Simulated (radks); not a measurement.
Values are calculated unless marked as measured or tabulated.
Species: Ar V. Configuration: [Ne] 3s2 3p2. Level of theory: scalar-relativistic Kohn-Sham, B86b exchange with PBE correlation, spin-unpolarised, spherical densities, finite nucleus; Fermi nuclear charge, rms radius 3.4274 fm (a radial shooting solver on a logarithmic mesh with Libxc functionals).

Normalised radial functions P(r) = r R(r), r in bohr:

r	2s	3p
0.01143	0.3984	0.0083
0.01679	0.5261	0.0169
0.02465	0.6589	0.0338
0.03618	0.7577	0.0654
0.05312	0.7498	0.1210
0.07799	0.5339	0.2094
0.1145	0.0294	0.3289
0.1681	-0.7131	0.4460
0.2468	-1.4055	0.4755
0.3624	-1.6177	0.2973
0.532	-1.1936	-0.1391
0.781	-0.5271	-0.6721
1.147	-0.1200	-0.9452
1.684	-0.0108	-0.7195
2.472	-0.0003	-0.2839
3.629	0.0000	-0.0473
5.327	0.0000	-0.0023
7.822	0.0000	0.0000

2s: eigenvalue -365.15 eV, 1 radial node at r = 0.116 bohr, <r> = 0.413 bohr, 90 % of the charge inside 0.644 bohr. 3p: eigenvalue -65.549 eV, 1 radial node at r = 0.480 bohr, <r> = 1.34 bohr, 90 % of the charge inside 2.01 bohr.
